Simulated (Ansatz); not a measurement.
Consider the redistribution: `N[SiH]1C=C1S` + `CCO[SiH3]` → `SC1=C[SiH2]1` + `CCO[SiH2]N`.

Isolated molecules relaxed with PBE0-D4/def2-TZVP in Ansatz; ΔE leaves out vibrations. CCSD(T)/CBS adds triple-zeta CCSD(T) − MP2 to the extrapolated MP2 energy (def2 sets, frozen cores). Each species was taken in one conformer, which may not be the lowest.

`N[SiH]1C=C1S`:

Cartesian coordinates in Å:
```
N 0.953 1.615 0.574
Si 0.723 -0.052 0.348
C -0.703 -0.959 0.911
C -0.719 -0.811 -0.434
S -1.847 -1.260 -1.655
H 1.846 2.055 0.435
H 0.202 2.271 0.705
H 2.076 -0.633 0.203
H -1.387 -1.407 1.622
H -1.143 -0.819 -2.709
```

`CCO[SiH3]`:

Cartesian coordinates in Å:
```
C 1.238 -0.162 1.465
C 0.421 0.433 0.347
O -0.371 -0.580 -0.245
Si -1.387 -0.280 -1.500
H 1.892 -0.948 1.084
H 1.857 0.607 1.935
H 0.587 -0.596 2.226
H 1.080 0.881 -0.409
H -0.226 1.234 0.733
H -0.640 0.249 -2.676
H -2.417 0.729 -1.122
H -2.033 -1.568 -1.840
```

`SC1=C[SiH2]1`:

Cartesian coordinates in Å:
```
S 2.020 -0.423 0.985
C 0.438 -0.221 0.346
C -0.762 -0.766 0.574
Si -0.852 0.478 -0.721
H 2.631 0.492 0.217
H -1.164 -1.521 1.236
H -0.926 0.121 -2.159
H -1.386 1.840 -0.478
```

`CCO[SiH2]N`:

Cartesian coordinates in Å:
```
C -0.608 -1.276 1.893
C 0.128 -0.734 0.693
O -0.420 0.516 0.330
Si 0.236 1.477 -0.833
N 0.267 0.849 -2.419
H -1.669 -1.399 1.666
H -0.516 -0.592 2.739
H -0.200 -2.247 2.185
H 0.048 -1.434 -0.149
H 1.197 -0.623 0.923
H -0.615 2.686 -0.794
H 1.661 1.743 -0.495
H -0.564 0.700 -2.966
H 1.053 0.332 -2.774
```

| species | SCS-MP2/def2-TZVPP energy (Eh) |
| --- | --- |
| `N[SiH]1C=C1S` | -820.41784 |
| `CCO[SiH3]` | -445.02406 |
| `SC1=C[SiH2]1` | -765.11366 |
| `CCO[SiH2]N` | -500.32845 |

Task: Work out ΔE.

Result: ΔE = (-765.11366) + (-500.32845) − (-820.41784) − (-445.02406) = -0.00021 Eh = -0.01 eV. CCSD(T)/CBS gives -0.02 eV.

Largest T1 diagnostic among the species: 0.014.

In def2-TZVPP, CCSD(T) changes the Hartree–Fock value by −0.07 eV (the triples alone add −0.01 eV) and MP2 by −0.06 eV.
